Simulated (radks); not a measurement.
Excited configurations of Rb III: one electron is placed in a higher orbital outside [Ar] 3d10 4s2 4p4. The ground configuration is [Ar] 3d10 4s2 4p5. Calculated with a radial shooting solver on a logarithmic mesh with Libxc functionals: scalar-relativistic Kohn-Sham, LDA (Slater exchange, Perdew-Wang correlation), spin-unpolarised, spherical densities, finite nucleus; Fermi nuclear charge, rms radius 4.2036 fm. Excitation = E - E(ground); binding = E(ion) - E, where the ion is the core of charge +3; n* = 3/sqrt(2 binding) in atomic units, and the quantum defect is n - n*.

outer orbital  excitation (eV)  binding (eV)     n*  eigenvalue (eV)  <r> (bohr)
4f                      32.207         8.127  3.882           -6.365       5.357
5s                      21.875        18.459  2.576          -15.567       3.458
5f                      34.878         5.456  4.738           -4.487       9.325
6p                      32.218         8.115  3.884           -6.923       7.466
6f                      36.490         3.844  5.644           -3.249       14.32
7p                      35.129         5.205  4.850           -4.493       11.81

The Delta-SCF ionisation energy is 40.334 eV (NIST Atomic Spectra Database: 39.247 eV, semi-empirical). Self-interaction in the functional shifts the binding energies and quantum defects, so they are the method's values and not measured ones. Spin polarisation and multiplet splitting are left out, so open shells lie too high by an amount that depends on their filling.

Beside tabulated values, note that spin-unpolarised runs miss the spin-polarisation part of the exchange energy of open shells.
